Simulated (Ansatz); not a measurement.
Program: Ansatz. Geometries: PBE0-D4/def2-TZVP. ΔE: electronic, gas phase. CCSD(T)/CBS is frozen-core, at the limit of the def2 triple- and quadruple-zeta sets. Functionals use def2-TZVPP. Each species was taken in one conformer, which may not be the lowest.

`O[Si](F)(F)[SiH3]` → `O[Si]F` + `F[SiH3]`  (silylene formation by 1,1-elimination)

| level | ΔE (kJ/mol) |
| --- | --- |
| revPBE | 141.2 |
| CCSD/def2-QZVPP | 160.0 |

Question: What does CCSD(T)/CBS give? (An estimate is asked.)

Answer: The calculation gave: +164.7 kJ/mol. The listed levels differ from it by -23.5, -4.7 kJ/mol.

Largest T1 diagnostic among the species: 0.015.

The D4 term adds +14.8 kJ/mol with B3LYP and +8.0 kJ/mol with PBE0; it sums over pairs of atoms, weighted by their polarisabilities, and B3LYP, whose exchange is more repulsive, gets the larger term. Leaving LDA and LC-ωPBE aside and taking each functional with its dispersion term where it has one, the values, not all of them listed here, spread over 46.4 kJ/mol, from BLYP-D4 to r2SCAN0-D4. LDA lies +33.0 kJ/mol from PBE without D4.

B3LYP here is the variant with VWN-RPA as its local correlation; programs differ in this.
